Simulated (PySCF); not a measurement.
Computed IR spectrum (relative IR intensity) of a molecule F2H6O2Si3. Coordinates come from a r2SCAN-D4/def2-SVP optimisation. One conformer was computed; it need not be the lowest. Calculation: r2SCAN-D4/def2-SVP (PySCF). Frequencies are harmonic and unscaled.

ν (cm⁻¹): 332 (w), 360 (w), 376 (vw), 730 (w), 738 (w), 749 (w), 903 (w), 948 (w), 951 (w), 953 (w), 968 (s), 982 (m), 1001 (m), 1139 (vs), 2237 (m), 2241 (w), 2247 (m), 2260 (w), 2265 (w) (against the strongest line: vs over 80 %, s over 45 %, m over 15 %, w over 4 %, vw less)

Which structure fits?
(A) F[SiH2]O[SiH2]O[SiH2]F
(B) F[Si](F)(O[SiH3])O[SiH3]
(C) F[SiH](F)O[SiH2]O[SiH3]

B, F[Si](F)(O[SiH3])O[SiH3]
